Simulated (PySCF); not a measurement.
**Ionising GeH**

UHF; Ge aug-cc-pVDZ-PP with ECP10, H aug-cc-pVDZ; scalar-relativistic core potentials (PySCF 2.14). Neutral (UHF): doublet (π ↑), Re = 1.591 Å, ωe = 1967 cm⁻¹, De = 1.92 eV, HOMO -7.75 eV, LUMO -0.25 eV.

GeH⁻ (UHF): triplet (π ↑↑), Re = 1.622 Å, ωe = 1751 cm⁻¹. The energies at the minima are -293.91173 hartree for GeH and -293.93892 for GeH⁻.

Problem. Work out the adiabatic electron affinity, without and with harmonic zero-point energies (1 hartree = 27.2114 eV, 1 eV = 8065.5 cm⁻¹), and the change of the bond length.

Solution. At UHF: 0.02719 hartree = 0.740 eV between the minima; the zero-point term (1967.0 − 1751.0)/2 cm⁻¹ = +0.013 eV makes it 0.753 eV. Re changes by +3.1 pm against the neutral. The electron enters a π orbital, which is non-bonding in a hydride.

Spin–orbit coupling is left out. Hartree–Fock leaves out correlation, which carries a large part of most bond energies and some tenths to 1 eV of ionisation energies. States were picked by a PBE0 search and need not be the measured ground states.
